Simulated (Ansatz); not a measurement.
Cu(C2H4)H (C2H5Cu). Total charge 0; triplet. Geometry r2SCAN-D4/def2-TZVP, that of the neutral singlet.

```xyz
8

Cu   -0.160   -0.005    1.306
C    -0.564    0.223   -0.709
C     0.717   -0.217   -0.553
H    -1.380   -0.469   -0.895
H    -0.788    1.280   -0.816
H     1.553    0.475   -0.531
H     0.962   -1.274   -0.610
H    -0.339   -0.013    2.809
```

At PBE0-D4/def2-TZVP a singlet of charge 0 lies 2.96 eV below the triplet at the same geometry.

Question: Estimate the α-spin orbital energies around the gap (eV) in Ansatz with PBE-D4/def2-TZVP, r2SCAN-D4/def2-TZVP, PBE0-D4/def2-TZVP.

Answer: 
```csv
orbital,PBE-D4/def2-TZVP,r2SCAN-D4/def2-TZVP,PBE0-D4/def2-TZVP
HOMO−5,-8.04,-8.63,-10.95
HOMO−4,-7.99,-8.62,-10.87
HOMO−3,-7.59,-8.16,-9.89
HOMO−2,-7.55,-8.11,-9.70
HOMO−1,-7.49,-7.84,-8.69
HOMO,-2.66,-2.94,-3.66
LUMO,-0.31,0.09,0.40
LUMO+1,0.31,0.56,1.18
LUMO+2,0.90,1.14,1.65
LUMO+3,1.08,1.81,1.88
LUMO+4,1.90,2.65,2.66
LUMO+5,1.91,2.80,2.76
β HOMO,-6.97,-7.08,-7.97
β LUMO,-6.28,-6.07,-4.80
```
